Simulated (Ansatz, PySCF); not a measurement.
This Ansatz (a quantum-chemistry and plane-wave program) input computes a PBE0/def2-TZVPD energy:

Ansatz 0.2 input:
```yaml
crystal:
  periodic: [false, false, false]
  atoms:
    - {symbol: B, position_ang: [0.01827732, -0.01967071, 0.02476731]}
    - {symbol: F, position_ang: [1.23929023, -0.49341957, -0.23190531]}
    - {symbol: F, position_ang: [-0.51025756, -0.29119197, 1.21980641]}
    - {symbol: N, position_ang: [-0.67924097, 0.73102389, -0.92042913]}
    - {symbol: H, position_ang: [-1.59871957, 1.09644554, -0.74685486]}
    - {symbol: H, position_ang: [-0.29927426, 0.94624460, -1.82508776]}
basis:
  gaussian:
    orbitals: def2-TZVPD
hamiltonian:
  xc: {name: PBE0}
output: {forces: true}
```

**Question.** Write an input for the same energy in PySCF and say what it gives.

**Answer.** 
```python
from pyscf import gto, scf, dft

mol = gto.M(
    atom='''
    B     0.01827732   -0.01967071    0.02476731
    F     1.23929023   -0.49341957   -0.23190531
    F    -0.51025756   -0.29119197    1.21980641
    N    -0.67924097    0.73102389   -0.92042913
    H    -1.59871957    1.09644554   -0.74685486
    H    -0.29927426    0.94624460   -1.82508776
    ''',
    basis='def2-tzvpd',
    charge=0,
    spin=0,
    verbose=4,
)

mf = dft.RKS(mol, xc='pbe0').density_fit(auxbasis='def2-universal-jkfit')
mf.grids.level = 3
mf.conv_tol = 1e-9
mf.max_cycle = 100
mf.max_memory = 1500
mf.kernel()
if not mf.converged:
    mf = mf.newton()
    mf.kernel(mf.make_rdm1())
mf.analyze()
```
It gives -280.50242 Eh, and Ansatz -280.50239 Eh, a difference of 0.03 mEh, from the treatment of integrals and grids.
